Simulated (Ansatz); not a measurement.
Input file for Ansatz (an electronic-structure program): R-BLYP/def2-TZVPPD on H4Sn (SMILES [SnH4]) with ghost functions. Elements past Kr take the def2 small-core potentials; no spin–orbit coupling. Files ending in .json are basis or fitting sets from the Basis Set Exchange.

Ansatz 0.2 input:
```yaml
crystal:
  periodic: [false, false, false]
  atoms:
    - {symbol: Sn, position_ang: [0.13356854, 0.15212734, -0.08765055]}
    - {symbol: H, position_ang: [-1.29136275, 0.93228077, 0.43939690]}
    - {symbol: H, position_ang: [0.07293431, -1.50056001, 0.33887985]}
    - {symbol: H, position_ang: [0.26165590, 0.29418080, -1.78656392]}
    - {symbol: H, position_ang: [1.49185619, 0.88353472, 0.64500917]}
basis:
  gaussian:
    orbitals: def2-TZVPPD.json
    ghost_atoms:
      - {symbol: C, position_ang: [-0.13230039, -0.15104245, 3.79039322]}
      - {symbol: H, position_ang: [0.84418166, 0.26132314, 3.53989616]}
      - {symbol: H, position_ang: [-0.21864901, -0.24695871, 4.87178049]}
      - {symbol: H, position_ang: [-0.91310926, 0.51319526, 3.42231734]}
      - {symbol: H, position_ang: [-0.24201324, -1.13205767, 3.33001444]}
hamiltonian:
  xc: {name: BLYP}
scf: {lower_state_search: off}
```

The head of its log:

```
WARN ansatz: RAYON_NUM_THREADS=1 ignored (pool sized by the plan → 1); use --threads N
Functional definition: BLYP
these checks for a lower state are left out or cut short: stability, starts, cluster_reference, orbital_swaps, neighbouring_geometries, increment
integrals: 0.11 GiB planned
1004 factors; their error is unknown
mean field: 0.90 GiB planned
mean field evaluation 1: about -5892.9791 eV, gradient 1.8e1 eV
mean field evaluation 2: about -5893.6677 eV, gradient 1.2e1 eV
```

Problem. Predict the final total energy.

Solution. -216.6001 hartree.
